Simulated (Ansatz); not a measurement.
`C[SiH](Cl)[SiH2][AlH2]` at its PBE0-D4/def2-TZVP geometry, where that method's forces vanish. The species carries charge 0 and has multiplicity 1.

```
atom   x (Å)   y (Å)   z (Å)
  C1  -1.238  -1.683  -0.383
 Si2  -0.662  -0.364   0.796
 Cl3  -1.410   1.500  -0.037
 Si4   1.595   0.218   0.722
 Al5   0.918   1.988  -0.863
  H6  -0.936  -2.663  -0.002
  H7  -0.784  -1.546  -1.367
  H8  -2.324  -1.673  -0.492
  H9  -1.409  -0.440   2.080
 H10   2.019   0.600   2.098
 H11   2.381  -0.974   0.294
 H12   1.068   3.517  -0.469
 H13   0.782   1.519  -2.376
```

(1) For each bond, give half the difference of the two atoms' forces along it (eV/Å; positive pushes the atoms apart) under PBE-D4, r2SCAN-D4, B3LYP-D4, ωB97M-V in def2-TZVPP. (Best estimate.)

Results:

(1) Computed: 
| bond | length (Å) | PBE-D4 | r2SCAN-D4 | B3LYP-D4 | ωB97M-V |
| --- | --- | --- | --- | --- | --- |
| C1–Si2 | 1.861 | 0.02 | 0.00 | 0.08 | 0.03 |
| C1–H6 | 1.094 | 0.11 | -0.02 | -0.05 | -0.04 |
| C1–H7 | 1.092 | 0.11 | -0.01 | -0.05 | -0.03 |
| C1–H8 | 1.092 | 0.11 | -0.01 | -0.05 | -0.05 |
| Si2–Cl3 | 2.174 | 0.18 | 0.08 | 0.22 | 0.11 |
| Si2–Si4 | 2.333 | -0.07 | 0.01 | 0.10 | 0.05 |
| Si2–H9 | 1.487 | 0.10 | -0.02 | -0.17 | -0.17 |
| Cl3–Al5 | 2.518 | 0.04 | 0.01 | 0.14 | 0.07 |
| Si4–Al5 | 2.470 | -0.07 | 0.03 | 0.13 | 0.09 |
| Si4–H10 | 1.490 | 0.10 | -0.01 | -0.08 | -0.10 |
| Si4–H11 | 1.491 | 0.10 | -0.02 | -0.08 | -0.10 |
| Al5–H12 | 1.586 | 0.07 | -0.02 | -0.11 | -0.12 |
| Al5–H13 | 1.590 | 0.06 | -0.02 | -0.09 | -0.11 |

B3LYP here is the variant with VWN-RPA as its local correlation; programs differ in this.
